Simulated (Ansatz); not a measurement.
A short molecular-dynamics run on CH$_{4}$BFOS (`FBOCS`).

```yaml
crystal:
  periodic: [false, false, false]
  atoms:
    - {symbol: F, position_ang: [-2.672434, -0.705894, 0.128050]}
    - {symbol: B, position_ang: [-1.552400, -0.033674, 0.326322]}
    - {symbol: O, position_ang: [-0.393842, -0.690322, 0.126374]}
    - {symbol: C, position_ang: [0.842207, -0.032114, 0.266455]}
    - {symbol: S, position_ang: [1.440556, 0.716724, -1.259279]}
    - {symbol: H, position_ang: [-1.599803, 1.106682, 0.687600]}
    - {symbol: H, position_ang: [1.562158, -0.763559, 0.628662]}
    - {symbol: H, position_ang: [0.777685, 0.791573, 0.982432]}
    - {symbol: H, position_ang: [1.684274, -0.435712, -1.903717]}
basis:
  gaussian: {orbitals: "6-31G*"}
hamiltonian: {xc: {name: revPBE}, dispersion: d4}
md: {timestep: 1 fs, n_steps: 50, ensemble: nve, temperature: 1000, initial_velocities: maxwell_boltzmann, seed: 807}
```

```sh
$ ansatz run in.yaml --threads 2 --pin off --events-out ev --progress --plain --max-ram 4352MiB
```

| step | time (fs) | potential energy (eV) | kinetic (eV) | T (K) | conserved (eV) |
| --- | --- | --- | --- | --- | --- |
| 0 | 0.0 | -17375.8573 | 0.9048 | 1000 | -17374.9525 |
| 1 | 1.0 | -17375.8053 | 0.8560 | 946 | -17374.9493 |
| 2 | 2.0 | -17375.6569 | 0.7123 | 787 | -17374.9446 |
| 3 | 3.0 | -17375.4802 | 0.5388 | 596 | -17374.9414 |
| 4 | 4.0 | -17375.3234 | 0.3841 | 425 | -17374.9393 |
| 5 | 5.0 | -17375.2188 | 0.2806 | 310 | -17374.9382 |
| 6 | 6.0 | -17375.1832 | 0.2446 | 270 | -17374.9386 |
| 7 | 7.0 | -17375.2102 | 0.2688 | 297 | -17374.9413 |
| 8 | 8.0 | -17375.2615 | 0.3158 | 349 | -17374.9458 |
| 9 | 9.0 | -17375.2761 | 0.3282 | 363 | -17374.9478 |
| 10 | 10.0 | -17375.2368 | 0.2952 | 326 | -17374.9416 |
| 11 | 11.0 | -17375.2425 | 0.3084 | 341 | -17374.9341 |
| 12 | 12.0 | -17375.3923 | 0.4517 | 499 | -17374.9406 |
| 13 | 13.0 | -17375.5960 | 0.6450 | 713 | -17374.9511 |
| 14 | 14.0 | -17375.6989 | 0.7463 | 825 | -17374.9526 |
| 15 | 15.0 | -17375.6659 | 0.7176 | 793 | -17374.9482 |
| 16 | 16.0 | -17375.5560 | 0.6127 | 677 | -17374.9433 |
| 17 | 17.0 | -17375.4403 | 0.5005 | 553 | -17374.9398 |
| 18 | 18.0 | -17375.3710 | 0.4325 | 478 | -17374.9385 |
| 19 | 19.0 | -17375.3692 | 0.4297 | 475 | -17374.9395 |
| 20 | 20.0 | -17375.4190 | 0.4763 | 526 | -17374.9427 |
| 21 | 21.0 | -17375.4756 | 0.5284 | 584 | -17374.9472 |
| 22 | 22.0 | -17375.4770 | 0.5260 | 581 | -17374.9510 |
| 23 | 23.0 | -17375.3779 | 0.4298 | 475 | -17374.9480 |
| 24 | 24.0 | -17375.2450 | 0.3096 | 342 | -17374.9354 |
| 25 | 25.0 | -17375.2607 | 0.3269 | 361 | -17374.9338 |
| 26 | 26.0 | -17375.4433 | 0.4951 | 547 | -17374.9482 |
| 27 | 27.0 | -17375.5916 | 0.6378 | 705 | -17374.9537 |
| 28 | 28.0 | -17375.6042 | 0.6553 | 724 | -17374.9489 |
| 29 | 29.0 | -17375.5361 | 0.5925 | 655 | -17374.9436 |
| 30 | 30.0 | -17375.4599 | 0.5188 | 573 | -17374.9411 |
| 31 | 31.0 | -17375.4103 | 0.4697 | 519 | -17374.9406 |
| 32 | 32.0 | -17375.3950 | 0.4542 | 502 | -17374.9408 |
| 33 | 33.0 | -17375.4093 | 0.4678 | 517 | -17374.9415 |
| 34 | 34.0 | -17375.4412 | 0.4973 | 550 | -17374.9438 |
| 35 | 35.0 | -17375.4590 | 0.5103 | 564 | -17374.9487 |
| 36 | 36.0 | -17375.3971 | 0.4452 | 492 | -17374.9519 |
| 37 | 37.0 | -17375.2274 | 0.2834 | 313 | -17374.9440 |
| 38 | 38.0 | -17375.0829 | 0.1519 | 168 | -17374.9311 |
| 39 | 39.0 | -17375.1405 | 0.2036 | 225 | -17374.9369 |
| 40 | 40.0 | -17375.3237 | 0.3743 | 414 | -17374.9493 |
| 41 | 41.0 | -17375.4461 | 0.4955 | 548 | -17374.9506 |
| 42 | 42.0 | -17375.4659 | 0.5196 | 574 | -17374.9463 |
| 43 | 43.0 | -17375.4370 | 0.4946 | 547 | -17374.9424 |
| 44 | 44.0 | -17375.4129 | 0.4729 | 523 | -17374.9400 |
| 45 | 45.0 | -17375.4271 | 0.4872 | 539 | -17374.9398 |
| 46 | 46.0 | -17375.4832 | 0.5418 | 599 | -17374.9414 |
| 47 | 47.0 | -17375.5579 | 0.6141 | 679 | -17374.9438 |
| 48 | 48.0 | -17375.6165 | 0.6696 | 740 | -17374.9469 |
| 49 | 49.0 | -17375.6174 | 0.6663 | 736 | -17374.9511 |
| 50 | 50.0 | -17375.5086 | 0.5573 | 616 | -17374.9513 |

Velocities are drawn at the set temperature; a run this short doesn't reach equilibrium.

Frames (Å, forces in eV/Å):

```xyz
9
time=0.0 fs
F    -2.672   -0.706    0.128   -0.762   -0.442   -0.131
B    -1.552   -0.034    0.326   -0.090    0.625    0.175
O    -0.394   -0.690    0.126    0.193   -0.857   -0.213
C     0.842   -0.032    0.266    0.128    0.080    0.269
S     1.441    0.717   -1.259    0.183    0.703   -0.418
H    -1.600    1.107    0.688    0.011    0.272    0.094
H     1.562   -0.764    0.629    0.259   -0.280    0.174
H     0.778    0.792    0.982    0.012    0.282    0.260
H     1.684   -0.436   -1.904    0.067   -0.384   -0.211
9
time=2.0 fs
F    -2.675   -0.714    0.133   -0.549    0.096    0.047
B    -1.566   -0.020    0.326    1.316    1.385    0.331
O    -0.381   -0.700    0.119   -1.341   -0.496    0.042
C     0.822   -0.026    0.250    0.799    0.396    0.520
S     1.441    0.713   -1.250    0.355    0.560   -1.329
H    -1.473    1.233    0.695   -0.579   -1.607   -0.432
H     1.593   -0.688    0.601    0.361   -0.953    0.390
H     0.796    0.785    0.986   -0.252    0.416    0.121
H     1.704   -0.438   -1.955   -0.109    0.203    0.309
9
time=4.0 fs
F    -2.678   -0.722    0.137   -0.177    0.623    0.199
B    -1.574   -0.001    0.326    2.100    0.920    0.127
O    -0.371   -0.711    0.112   -2.390   -0.146    0.244
C     0.804   -0.019    0.236    2.088    0.165    1.345
S     1.443    0.711   -1.242    0.472    0.655   -2.033
H    -1.368    1.301    0.687   -1.082   -2.143   -0.531
H     1.635   -0.646    0.588   -0.374   -0.738    0.244
H     0.804    0.793    0.993   -0.414    0.175   -0.247
H     1.719   -0.433   -1.994   -0.224    0.489    0.652
9
time=6.0 fs
F    -2.682   -0.728    0.142    0.303    1.160    0.336
B    -1.576    0.021    0.327    2.150   -0.247   -0.238
O    -0.367   -0.723    0.105   -2.815    0.222    0.366
C     0.792   -0.011    0.225    2.933   -0.296    1.958
S     1.445    0.709   -1.236    0.491    1.102   -2.298
H    -1.304    1.289    0.659   -1.366   -1.826   -0.399
H     1.663   -0.632    0.584   -1.045   -0.354    0.101
H     0.797    0.807    0.992   -0.436   -0.058   -0.469
H     1.726   -0.410   -2.009   -0.216    0.297    0.644
9
time=8.0 fs
F    -2.685   -0.732    0.148    0.747    1.625    0.438
B    -1.570    0.041    0.327    1.622   -2.296   -0.787
O    -0.369   -0.734    0.099   -2.693    0.632    0.419
C     0.790   -0.004    0.221    2.620   -0.748    1.911
S     1.447    0.708   -1.234    0.412    1.789   -2.087
H    -1.292    1.208    0.616   -1.287   -0.424   -0.012
H     1.653   -0.633    0.584   -0.995   -0.243    0.168
H     0.774    0.821    0.973   -0.336   -0.035   -0.343
H     1.725   -0.377   -2.001   -0.090   -0.299    0.292
9
time=10.0 fs
F    -2.686   -0.733    0.155    1.014    1.868    0.475
B    -1.558    0.053    0.324    0.528   -5.627   -1.577
O    -0.378   -0.743    0.094   -2.187    1.035    0.416
C     0.796    0.001    0.223    1.365   -0.936    1.295
S     1.450    0.710   -1.233    0.309    2.276   -1.632
H    -1.327    1.117    0.574   -0.667    2.562    0.705
H     1.607   -0.644    0.591   -0.250   -0.445    0.434
H     0.738    0.833    0.942   -0.175    0.159    0.017
H     1.721   -0.356   -1.982    0.062   -0.893   -0.134
9
time=12.0 fs
F    -2.686   -0.730    0.162    1.002    1.736    0.418
B    -1.544    0.046    0.316   -0.154   -5.657   -1.518
O    -0.393   -0.750    0.090   -1.344    1.269    0.341
C     0.807    0.002    0.229    0.037   -0.778    0.672
S     1.454    0.714   -1.235    0.330    1.877   -1.399
H    -1.389    1.117    0.557   -0.464    2.778    0.724
H     1.551   -0.671    0.615    0.504   -0.591    0.653
H     0.695    0.851    0.911    0.017    0.169    0.267
H     1.719   -0.367   -1.966    0.073   -0.803   -0.157
9
time=14.0 fs
F    -2.683   -0.724    0.171    0.711    1.277    0.286
B    -1.531    0.020    0.303   -0.880   -1.567   -0.504
O    -0.410   -0.754    0.087   -0.073    1.090    0.156
C     0.817    0.001    0.237   -0.437   -0.783    0.658
S     1.457    0.720   -1.239    0.440    0.700   -1.382
H    -1.469    1.213    0.566   -0.368   -0.456   -0.027
H     1.512   -0.720    0.662    0.422   -0.028    0.391
H     0.653    0.875    0.890    0.226   -0.162    0.248
H     1.719   -0.407   -1.956   -0.042   -0.070    0.173
9
time=16.0 fs
F    -2.680   -0.715    0.180    0.202    0.664    0.130
B    -1.521   -0.013    0.287   -2.124    1.354    0.253
O    -0.428   -0.755    0.084    1.543    0.482   -0.099
C     0.827   -0.002    0.248   -0.490   -0.909    0.900
S     1.462    0.728   -1.244    0.473   -0.432   -1.186
H    -1.562    1.298    0.575    0.128   -2.035   -0.401
H     1.488   -0.768    0.724    0.003    0.792   -0.160
H     0.620    0.892    0.878    0.384   -0.501    0.171
H     1.718   -0.450   -1.940   -0.117    0.584    0.391
9
time=18.0 fs
F    -2.675   -0.705    0.189   -0.527   -0.066   -0.030
B    -1.518   -0.040    0.273   -2.973    3.104    0.724
O    -0.441   -0.755    0.081    3.032   -0.246   -0.313
C     0.835   -0.009    0.261   -0.803   -0.753    0.746
S     1.466    0.735   -1.250    0.383   -1.020   -0.689
H    -1.650    1.307    0.569    0.601   -2.291   -0.487
H     1.466   -0.788    0.780   -0.042    1.031   -0.489
H     0.601    0.891    0.873    0.415   -0.505    0.233
H     1.713   -0.472   -1.909   -0.086    0.747    0.306
9
time=20.0 fs
F    -2.672   -0.695    0.198   -1.464   -0.940   -0.188
B    -1.526   -0.057    0.261   -2.706    3.671    0.877
O    -0.448   -0.756    0.078    3.709   -0.627   -0.360
C     0.840   -0.018    0.277   -1.385   -0.235    0.037
S     1.472    0.740   -1.258    0.198   -0.942    0.033
H    -1.716    1.230    0.544    0.920   -1.627   -0.379
H     1.443   -0.771    0.819    0.383    0.499   -0.388
H     0.597    0.872    0.877    0.305   -0.146    0.415
H     1.704   -0.467   -1.867    0.041    0.346   -0.047
9
time=22.0 fs
F    -2.672   -0.687    0.207   -2.454   -1.874   -0.325
B    -1.543   -0.061    0.252   -1.010    2.236    0.536
O    -0.446   -0.758    0.073    3.302   -0.463   -0.200
C     0.840   -0.027    0.292   -2.015    0.476   -0.810
S     1.477    0.745   -1.265   -0.028   -0.408    0.791
H    -1.747    1.094    0.506    0.926    0.524    0.044
H     1.435   -0.735    0.843    0.941   -0.364   -0.054
H     0.605    0.847    0.897    0.138    0.256    0.506
H     1.697   -0.450   -1.827    0.200   -0.384   -0.487
9
time=24.0 fs
F    -2.677   -0.682    0.215   -3.113   -2.503   -0.393
B    -1.564   -0.058    0.245    1.305   -1.382   -0.284
O    -0.436   -0.761    0.068    2.267   -0.018    0.066
C     0.835   -0.035    0.306   -1.853    0.762   -0.832
S     1.483    0.749   -1.271   -0.176   -0.164    1.211
H    -1.744    0.984    0.471    0.479    4.254    0.801
H     1.462   -0.711    0.864    0.805   -0.522   -0.199
H     0.619    0.831    0.936    0.032    0.266    0.277
H     1.698   -0.446   -1.806    0.255   -0.694   -0.648
9
time=26.0 fs
F    -2.688   -0.683    0.222   -3.079   -2.434   -0.364
B    -1.580   -0.059    0.237    2.258   -0.573   -0.112
O    -0.420   -0.765    0.063    1.171    0.309    0.304
C     0.823   -0.041    0.316   -0.751    0.646   -0.148
S     1.488    0.753   -1.276   -0.186   -0.658    1.149
H    -1.720    1.022    0.463    0.532    2.945    0.496
H     1.517   -0.706    0.876   -0.064   -0.014   -0.774
H     0.634    0.824    0.984   -0.025   -0.056   -0.170
H     1.708   -0.466   -1.807    0.144   -0.165   -0.381
9
time=28.0 fs
F    -2.705   -0.688    0.229   -2.247   -1.739   -0.296
B    -1.589   -0.061    0.229    2.221    2.141    0.480
O    -0.402   -0.767    0.059    0.065    0.479    0.477
C     0.810   -0.044    0.326    0.475    0.633    0.148
S     1.493    0.756   -1.280   -0.156   -1.252    0.918
H    -1.677    1.167    0.474    0.510   -0.797   -0.243
H     1.571   -0.701    0.860   -0.749    0.263   -1.002
H     0.647    0.815    1.027   -0.110   -0.264   -0.479
H     1.723   -0.492   -1.824   -0.010    0.537   -0.003
9
time=30.0 fs
F    -2.727   -0.697    0.235   -0.840   -0.745   -0.255
B    -1.589   -0.056    0.222    1.728    2.335    0.605
O    -0.383   -0.769    0.056   -1.045    0.552    0.579
C     0.797   -0.046    0.337    1.213    0.739   -0.331
S     1.498    0.757   -1.282   -0.177   -1.329    0.782
H    -1.616    1.289    0.477    0.186   -2.275   -0.482
H     1.597   -0.688    0.806   -0.763    0.042   -0.680
H     0.657    0.797    1.052   -0.207   -0.108   -0.425
H     1.738   -0.499   -1.841   -0.094    0.790    0.207
9
time=32.0 fs
F    -2.750   -0.708    0.240    0.649    0.243   -0.248
B    -1.584   -0.044    0.218    0.961    1.414    0.544
O    -0.368   -0.769    0.054   -2.008    0.550    0.603
C     0.789   -0.045    0.346    1.231    0.898   -1.319
S     1.503    0.757   -1.283   -0.269   -0.767    0.817
H    -1.547    1.326    0.461   -0.150   -2.545   -0.485
H     1.596   -0.674    0.728   -0.107   -0.537   -0.007
H     0.659    0.776    1.061   -0.231    0.287   -0.076
H     1.750   -0.477   -1.850   -0.076    0.458    0.172
9
time=34.0 fs
F    -2.772   -0.718    0.245    1.838    1.041   -0.253
B    -1.575   -0.026    0.215    0.212   -0.175    0.347
O    -0.356   -0.768    0.054   -2.677    0.512    0.567
C     0.784   -0.041    0.351    1.135    0.874   -1.986
S     1.507    0.756   -1.284   -0.425    0.232    1.006
H    -1.483    1.268    0.428   -0.443   -1.826   -0.318
H     1.591   -0.680    0.649    0.429   -0.827    0.533
H     0.652    0.765    1.067   -0.100    0.465    0.177
H     1.759   -0.439   -1.853    0.031   -0.295   -0.072
9
time=36.0 fs
F    -2.790   -0.725    0.250    2.614    1.591   -0.252
B    -1.565   -0.009    0.214   -0.471   -3.242   -0.104
O    -0.352   -0.765    0.056   -2.962    0.466    0.507
C     0.783   -0.034    0.350    1.619    0.349   -1.839
S     1.511    0.755   -1.283   -0.547    0.981    1.126
H    -1.437    1.144    0.382   -0.528    0.766    0.119
H     1.599   -0.716    0.589    0.001   -0.227    0.679
H     0.642    0.771    1.079    0.160    0.156    0.022
H     1.769   -0.412   -1.860    0.113   -0.839   -0.258
9
time=38.0 fs
F    -2.803   -0.730    0.254    3.005    1.850   -0.245
B    -1.557   -0.004    0.212   -1.247   -6.653   -0.545
O    -0.354   -0.762    0.058   -2.792    0.380    0.453
C     0.787   -0.027    0.343    2.015   -0.256   -1.428
S     1.514    0.756   -1.281   -0.494    0.799    0.901
H    -1.409    1.054    0.342   -0.307    4.153    0.566
H     1.607   -0.760    0.555   -0.595    0.548    0.683
H     0.638    0.782    1.092    0.382   -0.272   -0.306
H     1.783   -0.414   -1.875    0.032   -0.550   -0.078
9
time=40.0 fs
F    -2.810   -0.731    0.257    3.059    1.762   -0.250
B    -1.553   -0.021    0.209   -1.328   -3.748   -0.188
O    -0.363   -0.757    0.062   -2.153    0.195    0.386
C     0.798   -0.020    0.332    1.683   -0.549   -1.227
S     1.517    0.757   -1.278   -0.330    0.075    0.506
H    -1.395    1.104    0.321   -0.641    1.741    0.266
H     1.594   -0.784    0.546   -0.585    0.736    0.649
H     0.648    0.784    1.093    0.426   -0.382   -0.428
H     1.798   -0.436   -1.892   -0.130    0.171    0.286
9
time=42.0 fs
F    -2.811   -0.729    0.260    2.827    1.428   -0.257
B    -1.555   -0.051    0.204   -1.450    0.173    0.188
O    -0.377   -0.752    0.066   -1.140   -0.072    0.285
C     0.814   -0.015    0.316    0.724   -0.485   -1.319
S     1.519    0.759   -1.274   -0.213   -0.463    0.273
H    -1.405    1.222    0.311   -0.840   -1.348   -0.014
H     1.560   -0.782    0.563    0.035    0.227    0.595
H     0.674    0.772    1.079    0.269   -0.069   -0.226
H     1.809   -0.453   -1.899   -0.212    0.609    0.475
9
time=44.0 fs
F    -2.807   -0.723    0.263    2.299    0.930   -0.248
B    -1.561   -0.081    0.201   -1.705    2.184    0.346
O    -0.394   -0.747    0.071    0.070   -0.391    0.158
C     0.832   -0.011    0.296   -0.299   -0.373   -1.378
S     1.521    0.760   -1.270   -0.196   -0.529    0.288
H    -1.446    1.293    0.300   -0.667   -2.333   -0.076
H     1.527   -0.771    0.602    0.648   -0.414    0.466
H     0.709    0.758    1.056    0.007    0.405    0.085
H     1.811   -0.448   -1.889   -0.156    0.519    0.360
9
time=46.0 fs
F    -2.797   -0.716    0.265    1.407    0.247   -0.214
B    -1.573   -0.104    0.198   -1.587    3.297    0.383
O    -0.410   -0.744    0.077    1.172   -0.672    0.029
C     0.850   -0.009    0.272   -0.619   -0.680   -0.602
S     1.523    0.760   -1.266   -0.254   -0.117    0.455
H    -1.513    1.277    0.287   -0.396   -2.310   -0.068
H     1.517   -0.774    0.659    0.449   -0.231   -0.014
H     0.746    0.759    1.036   -0.197    0.512    0.064
H     1.808   -0.423   -1.865    0.024   -0.046   -0.034
9
time=48.0 fs
F    -2.785   -0.708    0.266    0.141   -0.660   -0.148
B    -1.591   -0.115    0.197   -0.782    3.387    0.285
O    -0.424   -0.741    0.082    1.840   -0.786   -0.074
C     0.865   -0.009    0.247   -0.680   -0.944    0.880
S     1.524    0.760   -1.261   -0.276    0.382    0.508
H    -1.594    1.176    0.271   -0.079   -1.268   -0.011
H     1.524   -0.785    0.714   -0.100    0.380   -0.681
H     0.775    0.778    1.017   -0.280    0.153   -0.294
H     1.806   -0.401   -1.843    0.217   -0.644   -0.465
9
time=50.0 fs
F    -2.772   -0.702    0.267   -1.324   -1.744   -0.058
B    -1.611   -0.114    0.197    0.709    1.272    0.023
O    -0.434   -0.741    0.088    1.947   -0.649   -0.127
C     0.878   -0.012    0.223   -1.077   -0.776    1.957
S     1.525    0.761   -1.255   -0.105    0.252    0.110
H    -1.679    1.030    0.255    0.183    1.832    0.124
H     1.527   -0.783    0.744   -0.267    0.557   -1.002
H     0.793    0.803    0.987   -0.303   -0.198   -0.491
H     1.812   -0.402   -1.838    0.236   -0.545   -0.538
```

Run time 2 min (2 threads of an Intel Xeon Platinum 8259CL on a shared host); peak host memory 0.41 GiB.
